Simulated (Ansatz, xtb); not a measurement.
## Relaxing a trial structure of F2GeHNSi

The starting geometry of this gas-phase singlet was built from a drawn formula by distance geometry and a force field; its bonds are those of `[H]/N=[Si](/F)[Ge][F]`.

```json
{"atom": "F", "x (Å)": "-0.0469", "y (Å)": "0.6719", "z (Å)": "-0.8687"}
{"atom": "F", "x (Å)": "1.6281", "y (Å)": "-1.2011", "z (Å)": "2.9895"}
{"atom": "Ge", "x (Å)": "2.1029", "y (Å)": "-0.1193", "z (Å)": "1.7144"}
{"atom": "N", "x (Å)": "-0.8011", "y (Å)": "1.7195", "z (Å)": "1.6802"}
{"atom": "Si", "x (Å)": "0.2424", "y (Å)": "0.8380", "z (Å)": "0.7280"}
{"atom": "H", "x (Å)": "-0.5971", "y (Å)": "1.8695", "z (Å)": "2.7016"}
```

Question: Predict what becomes of its bonds when it is optimised with r2SCAN-D4/def2-SVP.

Answer: It keeps its bonds, and is `[H]/N=[Si](/F)[Ge][F]`.

The energy falls by 0.58 eV over 17 steps:

```tsv
step	E − E(last) (eV)
1	0.583
3	0.093
5	0.068
6	0.055
8	0.037
10	0.010
12	0.002
13	0.001
15	0.000
17	0.000
```

Final geometry (Å):

```yaml
atoms:
  - { symbol: F, position_ang: [0.1389, 0.9531, -0.7932] }
  - { symbol: F, position_ang: [1.7369, -0.5278, 3.1310] }
  - { symbol: Ge, position_ang: [2.0875, -0.7639, 1.4206] }
  - { symbol: N, position_ang: [-0.8479, 1.6825, 1.6698] }
  - { symbol: Si, position_ang: [0.2255, 0.8194, 0.8275] }
  - { symbol: H, position_ang: [-0.8128, 1.6151, 2.6892] }
```

From the same start GFN2-xTB ends elsewhere, differing in F1–Ge3 (1.87 against 3.41 Å here), F1–Si5 (3.05 against 1.63 Å here).

The end wasn't checked by frequencies. Run with Ansatz 0.2.0, 42 s on 1 thread of Intel(R) Xeon(R) 6975P-C (Granite Rapids) (shared host).
